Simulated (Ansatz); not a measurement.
A made-up structure of AlSiH$_{3}$ClF, closed shell:

F1  (1.678, -3.706, 0.500)
Al2  (0.123, 0.870, -1.122)
Si3  (-0.144, -0.548, 0.864)
Cl4  (0.760, -2.372, 0.467)
H5  (0.852, 0.477, -2.466)
H6  (0.506, 0.013, 2.078)
H7  (-1.566, -0.823, 1.202)
(Å)

It is relaxed with PBE-D4/def2-SVP and then PBE0-D4/def2-TZVP (Ansatz 0.2.0). Atoms count as bonded within 1.22 times the sum of their covalent radii (H–H: 0.88 Å). The end point is not checked to be a true minimum.

Task: Does its bonding change? (Judge from chemistry; the calculation decides.)

Result: Computed: Yes. Formed: F1–Al2; broken: F1–Cl4.

Where it ends: The first stage lowers the energy by 1.50 eV in 8 steps. It ends as AlSiH₃ClF ([F][AlH][SiH2][Cl]):
```
7
angstrom
F 1.7474 -2.2946 -1.3793
Al 0.9082 -0.9059 -1.0853
Si -0.1687 -0.6807 1.1126
Cl 0.1071 -2.3879 2.2423
H 0.8667 0.1695 -2.2436
H 0.3844 0.4649 1.8860
H -1.6350 -0.4546 0.9902
```

Labels in which every atom is bracketed show which atoms are joined, not bond orders.

For scale, one of the runs: PBE0-D4/def2-TZVP relaxation, 160 basis functions, launched by `ansatz run in.yaml --threads 2 --pin off --events-out ev --progress --plain --max-ram 4352MiB`. Hardware: 2 CPU threads of an Arm Neoverse V2, shared host. Wall time about 110 s.
